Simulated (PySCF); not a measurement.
SMILES [SiH3][O][Mg][O][SiH3] (H6MgO2Si2), singlet, PBE0/def2-SVP optimised geometry. Atoms within 1.6 Å of the plane z = 0.0 Å (x, y, z in Å): Mg1 (0.00, -0.33, -0.01), O2 (-1.80, -0.33, 0.00), Si3 (-3.43, -0.33, 0.00), H4 (-3.98, -1.02, 1.21), H5 (-3.98, -1.02, -1.21), H6 (-3.98, 1.07, 0.00), O7 (1.79, -0.34, -0.02), Si8 (3.43, -0.34, -0.02), H9 (3.97, 1.06, 0.03), H10 (3.98, -1.00, -1.25), H11 (3.97, -1.07, 1.17).

Calculation: PBE0/def2-TZVP (PySCF 2.14.0). Cells within 0.4 Å of a nucleus heavier than hydrogen are left out (blank, or x).

Map of the Laplacian of the electron density (e/bohr⁵), clipped to [-1.50, 1.50] on the plane z = 0.0 Å:

```
|5555555555555555555555555555555|
|5555555555555555555555555555555|
|5555555555555555555555555555555|
|5555555555555555555555555555555|
|5555555555555555555555555555555|
|5555555555555555555555555555555|
|5555555555555555555555555555555|
|5555555555555555555555555555555|
|5555555555555555555555555555555|
|5555555555555555555555555555555|
|5555555555555555555555555555555|
|5555555555555555555555555555555|
|5555504555555555555555554055555|
|5555414555555555555555554145555|
|5555545555665568655665555455555|
|555558x965xx669x966xx569x855555|
|555559xx94xx579x975xx49xx955555|
|5555569956546599956446599655555|
|5555555555555555555555555555555|
|5555555555555555555555555555555|
|5555555555555555555555555555555|
|5555555555555555555555555555555|
|5555555555555555555555555555555|
|5555555555555555555555555555555|
|5555555555555555555555555555555|
|5555555555555555555555555555555|
|5555555555555555555555555555555|
|5555555555555555555555555555555|
|5555555555555555555555555555555|
|5555555555555555555555555555555|
|5555555555555555555555555555555|
```
Scale: ten equal steps from -1.50 (start of '0') to 1.50 (end of '9'), in the order '0123456789'; x runs from -6.00 to 6.00, y from -6.00 (bottom) to 6.00 (top).
